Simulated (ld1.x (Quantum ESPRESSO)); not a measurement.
# Cutoff test, nitrogen, TM

* Element: nitrogen (N)
* Generator: ld1.x (Quantum ESPRESSO) 7.5
* Type: norm-conserving Troullier–Martins (Kleinman–Bylander form)
* Functional: LDA (PZ)
* Relativity: scalar-relativistic
* Frozen core: [He]
* Valence charge: 5
* Reference configuration: 2s2 2p2.75 (charge +0.25)
* Partial waves: 2s (bound): rc 1.00 bohr; 3d channel at 0.15 Ry: rc 1.30 bohr; 2p (bound): rc 1.25 bohr
* Local potential: the p channel
* Core correction: none

The pseudo-atom Hamiltonian at the reference potential is diagonalised in spherical Bessel functions j_l(qr) that vanish at 20 bohr, with q² up to the cutoff. All-electron valence levels (Ry): 2s -1.5854, 2p -0.7566.

Task: How do the lowest levels (Ry) of each channel move with the cutoff, and are there ghosts?

Result:

```
cutoff (Ry)     s #1     s #2    d #1     p #1    f #1  Σ f·Δε (mRy)
          8  -1.4809  -0.0816  0.0352  -0.2869  0.0819        1500.7
         15  -1.4902  -0.0820  0.0352  -0.4450  0.0819        1047.5
         25  -1.5341  -0.0842  0.0352  -0.5935  0.0819         551.4
         40  -1.5748  -0.0863  0.0352  -0.7071  0.0819         157.5
         60  -1.5829  -0.0867  0.0352  -0.7512  0.0819          20.1
         90  -1.5835  -0.0867  0.0352  -0.7563  0.0819           4.5
        120  -1.5849  -0.0868  0.0352  -0.7565  0.0819           1.4
        180  -1.5853  -0.0868  0.0352  -0.7566  0.0819           0.2
        400  -1.5854  -0.0868  0.0352  -0.7566  0.0819           0.0
```

Result: no extra level below or beside the all-electron valence levels (s, d, p, f tested); 10 mRy is reached at 70 Ry and 1 mRy at 140 Ry.

Its largest configuration-test error is +399 meV.
